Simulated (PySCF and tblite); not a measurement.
The numbers below are computed, except where a source is named.
C7H6ClN, numbered as in [H]/[N:1]=[CH:2]/[C:3]1=[CH:4][C@@H:5]2[C:6]([Cl:7])=[CH:8][C@H:9]12.

Geometries GFN2-xTB; weights from PBE0-D3(BJ)/pcSseg-1 energies and GFN2-xTB thermal corrections, with symmetry numbers and mirror pairs. Conformers within 2.5 kcal/mol (GFN2-xTB free energy) were kept, 4 at most. Codes: tblite and PySCF.

Torsions listed: N1–C2–C3–C9. The 4-ring runs over atoms 3–4–5–9. The 4-ring runs over atoms 5–6–8–9.

| conformer | shape | symmetry | E(GFN2) kcal/mol |
| --- | --- | --- | --- |
| 1 | 4-ring flat; 4-ring flat; 3° | C1 | 0.00 |
| 2 | 4-ring flat; 4-ring flat; 178° | C1 | 0.95 |

(1) Which of these conformers is the most populated at 298.15 K, and with what share?

(2) Give the DFT energies and free energies relative to the lowest, and all weights.

(3) How does its share change from 250 K to 350 K?

## Answers

(1) Conformer 1, about 99 %.

(2) 
```tsv
conformer	shape	E(DFT) kcal/mol	G(298.15 K) kcal/mol	weight %
1	4-ring flat; 4-ring flat; 3°	0.00	0.00	99.4
2	4-ring flat; 4-ring flat; 178°	3.07	2.99	0.6
```

(3) From 100 % to 99 %; the mixing entropy goes from 0.03 to 0.14 cal/(mol K).
